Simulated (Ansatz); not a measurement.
**Molecular dynamics of CH₇ClOSi₂**

The input (input.yaml):

```yaml
crystal:
  periodic: [false, false, false]
  atoms:
    - { symbol: Si, position_ang: [-0.087802, -0.025109, -0.025942] }
    - { symbol: H, position_ang: [0.640379, -0.047607, 1.277903] }
    - { symbol: Cl, position_ang: [1.327475, 0.381752, -1.52506] }
    - { symbol: O, position_ang: [-1.164403, 1.23721, 0.124898] }
    - { symbol: C, position_ang: [-2.072094, 1.604924, -0.919014] }
    - { symbol: H, position_ang: [-2.722266, 0.758142, -1.212912] }
    - { symbol: H, position_ang: [-2.705258, 2.419309, -0.533247] }
    - { symbol: H, position_ang: [-1.52818, 1.96455, -1.811368] }
    - { symbol: Si, position_ang: [-1.092491, -2.073511, -0.605909] }
    - { symbol: H, position_ang: [-2.131828, -2.460654, 0.406862] }
    - { symbol: H, position_ang: [-1.746862, -1.978957, -1.953124] }
    - { symbol: H, position_ang: [-0.040471, -3.141648, -0.654887] }
basis:
  gaussian: { orbitals: "6-31G*" }
hamiltonian:
  xc: pbe
  dispersion: d4
md:
  timestep: 0.25
  n_steps: 250
  ensemble: nvt_langevin
  temperature: 300.0
  initial_velocities: maxwell_boltzmann
  seed: 79713
  friction: 0.005
```

Run as:

```bash
$ ansatz run input.yaml --threads 4 --pin off --max-ram 5120MiB --backend cpu --events-out ev --progress --plain --runs-dir out
```

It starts from a relaxed structure.

Output, in part (one step line in 3, the closing report, with atoms numbered from 0):

```
md step     0: t =     0.00 fs  T =   275.0 K  F+E_penalty+E_count = -31459.56796972 eV  E_kin = 0.426558 eV  (27 SCF iters)
md step     3: t =     0.75 fs  T =   255.9 K  F+E_penalty+E_count = -31459.54175050 eV  E_kin = 0.396921 eV  (30 SCF iters)
md step     6: t =     1.50 fs  T =   224.1 K  F+E_penalty+E_count = -31459.47437901 eV  E_kin = 0.347590 eV  (30 SCF iters)
md step     9: t =     2.25 fs  T =   178.7 K  F+E_penalty+E_count = -31459.40306070 eV  E_kin = 0.277247 eV  (23 SCF iters)
md step    12: t =     3.00 fs  T =   151.5 K  F+E_penalty+E_count = -31459.36319325 eV  E_kin = 0.234999 eV  (23 SCF iters)
md step    15: t =     3.75 fs  T =   142.1 K  F+E_penalty+E_count = -31459.36527962 eV  E_kin = 0.220361 eV  (23 SCF iters)
md step    18: t =     4.50 fs  T =   150.2 K  F+E_penalty+E_count = -31459.38870307 eV  E_kin = 0.233029 eV  (30 SCF iters)
md step    21: t =     5.25 fs  T =   169.1 K  F+E_penalty+E_count = -31459.40923215 eV  E_kin = 0.262359 eV  (30 SCF iters)
md step    24: t =     6.00 fs  T =   187.3 K  F+E_penalty+E_count = -31459.41175833 eV  E_kin = 0.290582 eV  (30 SCF iters)
md step    27: t =     6.75 fs  T =   179.2 K  F+E_penalty+E_count = -31459.39534700 eV  E_kin = 0.277981 eV  (30 SCF iters)
md step    30: t =     7.50 fs  T =   169.5 K  F+E_penalty+E_count = -31459.36740407 eV  E_kin = 0.262884 eV  (23 SCF iters)
md step    33: t =     8.25 fs  T =   160.0 K  F+E_penalty+E_count = -31459.34256399 eV  E_kin = 0.248108 eV  (22 SCF iters)
md step    36: t =     9.00 fs  T =   159.3 K  F+E_penalty+E_count = -31459.32782942 eV  E_kin = 0.247033 eV  (23 SCF iters)
md step    39: t =     9.75 fs  T =   156.4 K  F+E_penalty+E_count = -31459.32851210 eV  E_kin = 0.242526 eV  (31 SCF iters)
md step    42: t =    10.50 fs  T =   159.7 K  F+E_penalty+E_count = -31459.34100673 eV  E_kin = 0.247689 eV  (28 SCF iters)
md step    45: t =    11.25 fs  T =   159.0 K  F+E_penalty+E_count = -31459.35459369 eV  E_kin = 0.246568 eV  (31 SCF iters)
md step    48: t =    12.00 fs  T =   164.1 K  F+E_penalty+E_count = -31459.35938188 eV  E_kin = 0.254502 eV  (31 SCF iters)
md step    51: t =    12.75 fs  T =   146.8 K  F+E_penalty+E_count = -31459.34969943 eV  E_kin = 0.227761 eV  (30 SCF iters)
md step    54: t =    13.50 fs  T =   149.5 K  F+E_penalty+E_count = -31459.33411235 eV  E_kin = 0.231825 eV  (29 SCF iters)
md step    57: t =    14.25 fs  T =   134.3 K  F+E_penalty+E_count = -31459.32083240 eV  E_kin = 0.208354 eV  (23 SCF iters)
md step    60: t =    15.00 fs  T =   132.3 K  F+E_penalty+E_count = -31459.31838058 eV  E_kin = 0.205190 eV  (23 SCF iters)
md step    63: t =    15.75 fs  T =   134.9 K  F+E_penalty+E_count = -31459.32075038 eV  E_kin = 0.209210 eV  (31 SCF iters)
md step    66: t =    16.50 fs  T =   127.8 K  F+E_penalty+E_count = -31459.30790003 eV  E_kin = 0.198255 eV  (31 SCF iters)
md step    69: t =    17.25 fs  T =   101.0 K  F+E_penalty+E_count = -31459.27711689 eV  E_kin = 0.156618 eV  (31 SCF iters)
md step    72: t =    18.00 fs  T =    74.7 K  F+E_penalty+E_count = -31459.23973337 eV  E_kin = 0.115939 eV  (23 SCF iters)
md step    75: t =    18.75 fs  T =    55.2 K  F+E_penalty+E_count = -31459.21432104 eV  E_kin = 0.085616 eV  (24 SCF iters)
md step    78: t =    19.50 fs  T =    63.2 K  F+E_penalty+E_count = -31459.21694047 eV  E_kin = 0.097982 eV  (24 SCF iters)
md step    81: t =    20.25 fs  T =    84.3 K  F+E_penalty+E_count = -31459.24645798 eV  E_kin = 0.130739 eV  (23 SCF iters)
md step    84: t =    21.00 fs  T =   111.1 K  F+E_penalty+E_count = -31459.29412264 eV  E_kin = 0.172357 eV  (29 SCF iters)
md step    87: t =    21.75 fs  T =   150.2 K  F+E_penalty+E_count = -31459.34519323 eV  E_kin = 0.232907 eV  (31 SCF iters)
md step    90: t =    22.50 fs  T =   170.0 K  F+E_penalty+E_count = -31459.37983606 eV  E_kin = 0.263718 eV  (31 SCF iters)
md step    93: t =    23.25 fs  T =   185.4 K  F+E_penalty+E_count = -31459.38760051 eV  E_kin = 0.287639 eV  (31 SCF iters)
md step    96: t =    24.00 fs  T =   176.2 K  F+E_penalty+E_count = -31459.36402376 eV  E_kin = 0.273258 eV  (31 SCF iters)
md step    99: t =    24.75 fs  T =   147.5 K  F+E_penalty+E_count = -31459.32618362 eV  E_kin = 0.228718 eV  (31 SCF iters)
md step   102: t =    25.50 fs  T =   127.8 K  F+E_penalty+E_count = -31459.30375836 eV  E_kin = 0.198295 eV  (23 SCF iters)
md step   105: t =    26.25 fs  T =   126.0 K  F+E_penalty+E_count = -31459.31056365 eV  E_kin = 0.195402 eV  (23 SCF iters)
md step   108: t =    27.00 fs  T =   137.2 K  F+E_penalty+E_count = -31459.34054662 eV  E_kin = 0.212870 eV  (30 SCF iters)
md step   111: t =    27.75 fs  T =   162.9 K  F+E_penalty+E_count = -31459.37658237 eV  E_kin = 0.252754 eV  (30 SCF iters)
md step   114: t =    28.50 fs  T =   186.9 K  F+E_penalty+E_count = -31459.40299766 eV  E_kin = 0.289890 eV  (31 SCF iters)
md step   117: t =    29.25 fs  T =   179.3 K  F+E_penalty+E_count = -31459.40907478 eV  E_kin = 0.278146 eV  (30 SCF iters)
md step   120: t =    30.00 fs  T =   168.8 K  F+E_penalty+E_count = -31459.40276291 eV  E_kin = 0.261871 eV  (24 SCF iters)
md step   123: t =    30.75 fs  T =   158.6 K  F+E_penalty+E_count = -31459.39299658 eV  E_kin = 0.246053 eV  (22 SCF iters)
md step   126: t =    31.50 fs  T =   151.8 K  F+E_penalty+E_count = -31459.38730741 eV  E_kin = 0.235437 eV  (27 SCF iters)
md step   129: t =    32.25 fs  T =   160.2 K  F+E_penalty+E_count = -31459.39086942 eV  E_kin = 0.248557 eV  (31 SCF iters)
md step   132: t =    33.00 fs  T =   166.4 K  F+E_penalty+E_count = -31459.40224853 eV  E_kin = 0.258168 eV  (31 SCF iters)
md step   135: t =    33.75 fs  T =   174.2 K  F+E_penalty+E_count = -31459.41498210 eV  E_kin = 0.270191 eV  (30 SCF iters)
md step   138: t =    34.50 fs  T =   186.7 K  F+E_penalty+E_count = -31459.42143137 eV  E_kin = 0.289659 eV  (30 SCF iters)
md step   141: t =    35.25 fs  T =   191.8 K  F+E_penalty+E_count = -31459.41964085 eV  E_kin = 0.297559 eV  (30 SCF iters)
md step   144: t =    36.00 fs  T =   197.2 K  F+E_penalty+E_count = -31459.40950903 eV  E_kin = 0.305880 eV  (30 SCF iters)
md step   147: t =    36.75 fs  T =   196.4 K  F+E_penalty+E_count = -31459.39907586 eV  E_kin = 0.304696 eV  (30 SCF iters)
md step   150: t =    37.50 fs  T =   203.0 K  F+E_penalty+E_count = -31459.39812143 eV  E_kin = 0.314867 eV  (31 SCF iters)
md step   153: t =    38.25 fs  T =   208.0 K  F+E_penalty+E_count = -31459.40054228 eV  E_kin = 0.322699 eV  (30 SCF iters)
md step   156: t =    39.00 fs  T =   199.7 K  F+E_penalty+E_count = -31459.38883415 eV  E_kin = 0.309782 eV  (30 SCF iters)
md step   159: t =    39.75 fs  T =   181.0 K  F+E_penalty+E_count = -31459.35978869 eV  E_kin = 0.280803 eV  (30 SCF iters)
md step   162: t =    40.50 fs  T =   153.0 K  F+E_penalty+E_count = -31459.32887035 eV  E_kin = 0.237378 eV  (30 SCF iters)
md step   165: t =    41.25 fs  T =   134.5 K  F+E_penalty+E_count = -31459.31129412 eV  E_kin = 0.208652 eV  (23 SCF iters)
md step   168: t =    42.00 fs  T =   140.3 K  F+E_penalty+E_count = -31459.31718811 eV  E_kin = 0.217670 eV  (23 SCF iters)
md step   171: t =    42.75 fs  T =   180.8 K  F+E_penalty+E_count = -31459.34976720 eV  E_kin = 0.280494 eV  (30 SCF iters)
md step   174: t =    43.50 fs  T =   215.5 K  F+E_penalty+E_count = -31459.39491200 eV  E_kin = 0.334341 eV  (30 SCF iters)
md step   177: t =    44.25 fs  T =   242.7 K  F+E_penalty+E_count = -31459.42838156 eV  E_kin = 0.376472 eV  (30 SCF iters)
md step   180: t =    45.00 fs  T =   238.4 K  F+E_penalty+E_count = -31459.43486929 eV  E_kin = 0.369813 eV  (30 SCF iters)
md step   183: t =    45.75 fs  T =   215.9 K  F+E_penalty+E_count = -31459.41308240 eV  E_kin = 0.334910 eV  (30 SCF iters)
md step   186: t =    46.50 fs  T =   182.5 K  F+E_penalty+E_count = -31459.37136057 eV  E_kin = 0.283082 eV  (30 SCF iters)
md step   189: t =    47.25 fs  T =   156.2 K  F+E_penalty+E_count = -31459.32516974 eV  E_kin = 0.242329 eV  (30 SCF iters)
md step   192: t =    48.00 fs  T =   141.4 K  F+E_penalty+E_count = -31459.29743939 eV  E_kin = 0.219402 eV  (23 SCF iters)
md step   195: t =    48.75 fs  T =   135.3 K  F+E_penalty+E_count = -31459.29151846 eV  E_kin = 0.209823 eV  (30 SCF iters)
md step   198: t =    49.50 fs  T =   134.7 K  F+E_penalty+E_count = -31459.29545361 eV  E_kin = 0.208992 eV  (30 SCF iters)
md step   201: t =    50.25 fs  T =   142.9 K  F+E_penalty+E_count = -31459.29594544 eV  E_kin = 0.221660 eV  (30 SCF iters)
md step   204: t =    51.00 fs  T =   146.5 K  F+E_penalty+E_count = -31459.29064366 eV  E_kin = 0.227210 eV  (30 SCF iters)
md step   207: t =    51.75 fs  T =   132.1 K  F+E_penalty+E_count = -31459.28251752 eV  E_kin = 0.204978 eV  (30 SCF iters)
md step   210: t =    52.50 fs  T =   139.6 K  F+E_penalty+E_count = -31459.27474627 eV  E_kin = 0.216472 eV  (23 SCF iters)
md step   213: t =    53.25 fs  T =   138.6 K  F+E_penalty+E_count = -31459.26928783 eV  E_kin = 0.214950 eV  (23 SCF iters)
md step   216: t =    54.00 fs  T =   148.4 K  F+E_penalty+E_count = -31459.27381498 eV  E_kin = 0.230199 eV  (30 SCF iters)
md step   219: t =    54.75 fs  T =   156.9 K  F+E_penalty+E_count = -31459.28309919 eV  E_kin = 0.243413 eV  (30 SCF iters)
md step   222: t =    55.50 fs  T =   158.7 K  F+E_penalty+E_count = -31459.29688543 eV  E_kin = 0.246225 eV  (30 SCF iters)
md step   225: t =    56.25 fs  T =   159.1 K  F+E_penalty+E_count = -31459.31523570 eV  E_kin = 0.246784 eV  (30 SCF iters)
md step   228: t =    57.00 fs  T =   169.1 K  F+E_penalty+E_count = -31459.33471853 eV  E_kin = 0.262241 eV  (30 SCF iters)
md step   231: t =    57.75 fs  T =   184.9 K  F+E_penalty+E_count = -31459.35344251 eV  E_kin = 0.286863 eV  (30 SCF iters)
md step   234: t =    58.50 fs  T =   190.0 K  F+E_penalty+E_count = -31459.37180938 eV  E_kin = 0.294722 eV  (30 SCF iters)
md step   237: t =    59.25 fs  T =   193.0 K  F+E_penalty+E_count = -31459.39424239 eV  E_kin = 0.299416 eV  (30 SCF iters)
md step   240: t =    60.00 fs  T =   201.1 K  F+E_penalty+E_count = -31459.41572566 eV  E_kin = 0.311977 eV  (30 SCF iters)
md step   243: t =    60.75 fs  T =   187.4 K  F+E_penalty+E_count = -31459.42213703 eV  E_kin = 0.290624 eV  (30 SCF iters)
md step   246: t =    61.50 fs  T =   177.9 K  F+E_penalty+E_count = -31459.40557282 eV  E_kin = 0.275928 eV  (30 SCF iters)
md step   249: t =    62.25 fs  T =   156.2 K  F+E_penalty+E_count = -31459.37330235 eV  E_kin = 0.242268 eV  (23 SCF iters)
md step   250: t =    62.50 fs  T =   155.7 K  F+E_penalty+E_count = -31459.36155794 eV  E_kin = 0.241582 eV  (28 SCF iters)
Total energy: -31459.36159635 eV, -1156.1102147448 hartree
Atom 0 at    -0.117563     0.017538     0.022608 Å, force     0.085038    -0.021137     0.518420 eV/Å
Atom 1 at     0.670512    -0.056403     1.324823 Å, force    -0.389628     0.199663    -0.336778 eV/Å
Atom 2 at     1.326324     0.309466    -1.474935 Å, force    -0.004336     0.107445    -0.081996 eV/Å
Atom 3 at    -1.183290     1.298412     0.112353 Å, force     0.477773    -0.204802     0.696102 eV/Å
Atom 4 at    -2.001587     1.734521    -0.978931 Å, force    -0.062448    -0.263254     0.718841 eV/Å
Atom 5 at    -3.037900     1.299390    -0.839772 Å, force     0.718923     0.585275    -0.397904 eV/Å
Atom 6 at    -1.957499     2.836928    -0.955599 Å, force    -0.510809    -0.057139    -0.043901 eV/Å
Atom 7 at    -1.512207     1.410043    -1.891147 Å, force    -0.285326    -0.171616    -0.888502 eV/Å
Atom 8 at    -1.114441    -1.993403    -0.623743 Å, force    -0.760035    -0.120329     0.578928 eV/Å
Atom 9 at    -2.035435    -2.724139     0.386576 Å, force     0.375444     0.513981    -0.457234 eV/Å
Atom 10 at    -1.838407    -1.701594    -1.892212 Å, force    -0.247628    -0.017444    -0.146344 eV/Å
Atom 11 at    -0.029498    -2.906625    -0.960417 Å, force     0.603033    -0.550643    -0.159631 eV/Å
Dipole moment:    -0.376705     0.013047     0.003707 e Å
```

All steps were run. The mean temperature of the second half is 42 % below the set value. A run of 0.062 ps of so small a system gives no equilibrium averages.

The same pairs are bonded in the first frame and the last. Pairs count as bonded within 1.25 times the sum of covalent radii (0.12 Å more for H–H).

Last frame:

```xyz
12
Properties=species:S:1:pos:R:3
Si -0.118 0.018 0.023
H 0.670 -0.056 1.325
Cl 1.326 0.309 -1.475
O -1.183 1.298 0.112
C -2.002 1.734 -0.979
H -3.038 1.299 -0.840
H -1.958 2.837 -0.956
H -1.512 1.410 -1.891
Si -1.114 -1.993 -0.624
H -2.035 -2.724 0.387
H -1.838 -1.702 -1.892
H -0.029 -2.907 -0.960
```

The run took 5.4 min on 4 threads of Arm Neoverse V2, on a shared host, peak memory 0.16 GiB.
